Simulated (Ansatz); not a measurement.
`C=C[SiH2][SiH2]O` + H₂S → `C=C[SiH2]S` + `O[SiH3]`  (cleavage of the Si–Si bond)

Computed with Ansatz on PBE0-D4/def2-TZVP structures; ΔE is electronic, products minus reactants. CBS: MP2 limit from def2 TZ/QZ plus the TZ coupled-cluster correction, frozen cores. This one scheme is used for every species. Functionals use def2-TZVPP. B3LYP here is the variant with VWN-RPA as its local correlation; programs differ in this. Each species was taken in one conformer, which may not be the lowest.

```tsv
level	ΔE (eV)
B3LYP	-0.69
HF/def2-TZVPP	-0.81
MP2/def2-TZVPP	-0.79
CCSD/def2-TZVPP	-0.69
HF/def2-QZVPP	-0.81
MP2/def2-QZVPP	-0.80
SCS-MP2/def2-QZVPP	-0.79
CCSD/CBS(def2)	-0.71
```

**Question.** What does CCSD(T)/CBS give? (Estimate.)

**Answer.** Computed: -0.71 eV. The listed levels differ from it by 0.02, -0.10, -0.08, 0.02, -0.10, -0.09, -0.08, 0.00 eV.

Largest T1 diagnostic among the species: 0.012.

From PBE to PBE0 (25 % exact exchange), in def2-TZVPP and without D4, ΔE moves by −0.05 eV.
